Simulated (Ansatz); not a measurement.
Isolated molecules relaxed with PBE0-D4/def2-TZVP in Ansatz; ΔE leaves out vibrations. CCSD(T)/CBS is the MP2 limit (def2-TZVPP, def2-QZVPP) plus CCSD(T) − MP2 in def2-TZVPP, frozen cores. This one scheme is used for every species, atoms too. DFT in def2-TZVPP. B3LYP here is the variant with VWN-RPA as its local correlation; programs differ in this. No spin–orbit coupling; open shells (•) take unrestricted orbitals. Spin–orbit coupling would lower the free atoms: a little for B, C, Cl, Si. One conformer a species, not always the lowest.

Consider the atomization: `CB[SiH2][SiH2]Cl` → B• + C• + Cl• + 8 H• + 2 Si•.

CCSD(T)/CBS gives +4279.6 kJ/mol.

Question: Another level gave +4316.0 kJ/mol. Which?
A. ωB97X-V/def2-TZVPP
B. SCS-MP2/def2-TZVPP
C. B3LYP-D4/def2-TZVPP
D. MP2/def2-TZVPP

Answer: A. ωB97X-V 4316.0, SCS-MP2/def2-TZVPP 4200.4, B3LYP-D4 4287.1, MP2/def2-TZVPP 4190.1 kJ/mol.

Largest T1 diagnostic among the species: 0.014.

In def2-TZVPP, CCSD(T) changes the Hartree–Fock value by +861.6 kJ/mol (the triples alone add +44.4 kJ/mol) and MP2 by +874.7 kJ/mol; breaking electron pairs costs correlation energy, which Hartree–Fock lacks. The D4 term adds +51.0 kJ/mol with B3LYP and +27.4 kJ/mol with PBE0; it sums over pairs of atoms, weighted by their polarisabilities, and B3LYP, whose exchange is more repulsive, gets the larger term. From PBE to PBE0 (25 % exact exchange), in def2-TZVPP and without D4, ΔE moves by −12.9 kJ/mol: exact exchange takes away binding that semilocal exchange gives to molecules.

For atomizations the MP2-based limit and the directly extrapolated one differ by several kJ/mol either way, and by 10 to 25 for some Ge, Se and Sn compounds, so smaller differences from it don't rank the levels.
